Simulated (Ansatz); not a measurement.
Reactions of `N[SiH2]C(O)(F)F`.

Calculated with Ansatz (gas phase, PBE0-D4/def2-TZVP geometries, no zero-point term in ΔE). CCSD(T)/CBS adds triple-zeta CCSD(T) − MP2 to the extrapolated MP2 energy (def2 sets, frozen cores). This one scheme is used for every species. DFT in def2-TZVPP. Each species was taken in one conformer, which may not be the lowest.

| reaction | PBE-D4 (eV) |
| --- | --- |
| `N[SiH2]C(O)(F)F` + PH₃ → `N[SiH2]P` + `OC(F)F` | -0.43 |
| `N[SiH2]C(O)(F)F` + disilane → `N[SiH2][SiH2][SiH3]` + `OC(F)F` | -0.32 |
| `N[SiH2]C(O)(F)F` + HCl → `OC(F)(F)Cl` + `N[SiH3]` | 0.53 |
| `N[SiH2]C(O)(F)F` + CH₃NH₂ → `CN[SiH2]N` + `OC(F)F` | -0.78 |
| `N[SiH2]C(O)(F)F` + `C[SiH2]O` → `C[SiH2]O[SiH2]N` + `OC(F)F` | -1.40 |
| `N[SiH2]C(O)(F)F` + `OBF` → `N[SiH2]OBF` + `OC(F)F` | -1.17 |
| `N[SiH2]C(O)(F)F` + H₂ → `N[SiH3]` + `OC(F)F` | -0.33 |

Q: Give the CCSD(T)/CBS values in the same order. (Best estimate.)

A: Computed: -0.40, -0.23, 0.60, -0.88, -1.57, -1.34, -0.39 eV.

Largest T1 diagnostic: 0.013, for `OBF`.
